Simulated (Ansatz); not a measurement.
A trace of molecular dynamics of C3H10ClNSi (16 atoms, charge 0, multiplicity 1).

Theory: RKS PBE-D4/STO-3G (Ansatz 0.2.0).

| Property | Result |
| --- | --- |
| ensemble | NVE (velocity Verlet) |
| starting velocities drawn for | 300 K |
| seed | 16219 |

| time (fs) | T (K) | potential energy less start (eV) | conserved less start (meV/atom) |
| --- | --- | --- | --- |
| 0.0 | 300 | 0.000 | 0.00 |
| 10.0 | 227 | 0.135 | 0.15 |
| 20.0 | 225 | 0.137 | 0.13 |
| 30.0 | 202 | 0.181 | 0.25 |
| 40.0 | 165 | 0.250 | 0.36 |
| 50.0 | 169 | 0.243 | 0.39 |
| 60.0 | 174 | 0.235 | 0.43 |
| 70.0 | 204 | 0.179 | 0.35 |
| 80.0 | 182 | 0.220 | 0.44 |
| 90.0 | 219 | 0.152 | 0.33 |
| 100.0 | 206 | 0.177 | 0.37 |
| 110.0 | 172 | 0.238 | 0.39 |
| 120.0 | 184 | 0.215 | 0.33 |
| 130.0 | 182 | 0.221 | 0.45 |
| 140.0 | 162 | 0.256 | 0.42 |
| 150.0 | 167 | 0.249 | 0.57 |
| 160.0 | 188 | 0.212 | 0.53 |
| 170.0 | 150 | 0.282 | 0.65 |
| 180.0 | 138 | 0.303 | 0.63 |
| 190.0 | 125 | 0.327 | 0.64 |
| 200.0 | 114 | 0.347 | 0.64 |
| 210.0 | 115 | 0.344 | 0.53 |
| 220.0 | 158 | 0.266 | 0.56 |
| 230.0 | 164 | 0.253 | 0.48 |
| 240.0 | 158 | 0.265 | 0.55 |
| 250.0 | 176 | 0.233 | 0.57 |

Task: Can this run be trusted? Judge the integration.

Result: The conserved energy stayed within 0.9 meV per atom of its start (net change 0.57 meV per atom), so the integration is sound. The temperature averaged 0.50 of the 300 K drawn at the start: a run that starts near a minimum puts about half its kinetic energy into the potential. A run of 0.25 ps of so small a system gives no equilibrium averages. Limits of this set-up: minimal basis. The time step was 1 fs.

The run took 17 min on 1 thread of Arm Neoverse V1, with other jobs on the host, peak memory 0.11 GiB.
